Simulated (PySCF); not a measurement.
SMILES Nc1ccccc1N (C6H8N2), GFN2-xTB optimised geometry.

```
16

N     -1.39    -1.92     0.02
C     -0.70    -0.70     0.00
C     -1.38     0.51     0.05
C     -0.69     1.72     0.07
C      0.69     1.72     0.03
C      1.38     0.51     0.00
C      0.70    -0.70     0.00
N      1.39    -1.91    -0.07
H     -2.38    -1.82    -0.16
H     -0.97    -2.62    -0.56
H     -2.46     0.51     0.07
H     -1.24     2.65     0.11
H      1.24     2.65     0.03
H      2.46     0.51    -0.02
H      2.38    -1.82     0.12
H      0.96    -2.65     0.48
```

Density from PBE/def2-TZVP in PySCF 2.14.0 at that geometry.

Minimum of the electron density along straight lines between bonded atoms, close to the bond critical point (lines longer than 1.1 times the sum of covalent radii, or with two minima, are not listed):

| bond | length / Å | ρ at the minimum / e bohr⁻³ | ∇²ρ there / e bohr⁻⁵ | position (fraction from the first atom) |
|---|---|---|---|---|
| N1–C2 | 1.399 | 0.299 | -0.86 | 0.61 |
| C2–C3 | 1.387 | 0.317 | -0.90 | 0.51 |
| C3–C4 | 1.385 | 0.316 | -0.90 | 0.51 |
| C4–C5 | 1.382 | 0.319 | -0.91 | 0.50 |
| C5–C6 | 1.385 | 0.316 | -0.90 | 0.50 |
| C2–C7 | 1.407 | 0.308 | -0.87 | 0.50 |
| C6–C7 | 1.387 | 0.317 | -0.90 | 0.49 |
| C7–N8 | 1.399 | 0.299 | -0.86 | 0.39 |
| N1–H9 | 1.010 | 0.339 | -1.65 | 0.73 |
| N1–H10 | 1.011 | 0.338 | -1.64 | 0.73 |
| C3–H11 | 1.082 | 0.282 | -0.97 | 0.64 |
| C4–H12 | 1.080 | 0.284 | -0.99 | 0.64 |
| C5–H13 | 1.080 | 0.284 | -0.99 | 0.64 |
| C6–H14 | 1.082 | 0.282 | -0.97 | 0.64 |
| N8–H15 | 1.010 | 0.339 | -1.65 | 0.73 |
| N8–H16 | 1.010 | 0.338 | -1.64 | 0.73 |
